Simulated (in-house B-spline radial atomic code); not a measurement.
Response and correlation along the 68-electron series, closed shell [Xe] 4f14; the second-order energy is extrapolated in partial waves. Computed with an all-electron radial atomic-structure program (B-spline basis): relativistic RPA and second-order many-body perturbation theory on Dirac-Hartree-Fock.

```tsv
ion	Z	dipole polarisability (bohr³)	quadrupole polarisability (bohr⁵)	ratio of RPA to uncoupled dipole	second order correlation energy (Eh)	C6 of two such ions (Eh bohr⁶)
Yb2+	70	6.3859	13.93	0.85728	-5.2271	33.359
Lu3+	71	4.2652	7.7681	0.81947	-5.127	21.304
Hf4+	72	3.1961	5.0864	0.81476	-5.062	14.556
Ta5+	73	2.5185	3.5567	0.81629	-5.017	10.403
W6+	74	2.0456	2.5894	0.81915	-4.9851	7.6854
```

**Question.** How fast does the dipole polarisability fall along the series?

**Answer.** From 6.386 to 2.046 bohr³; a fit of its logarithm against log Z from Z = 70 to 74 has slope -20.20.
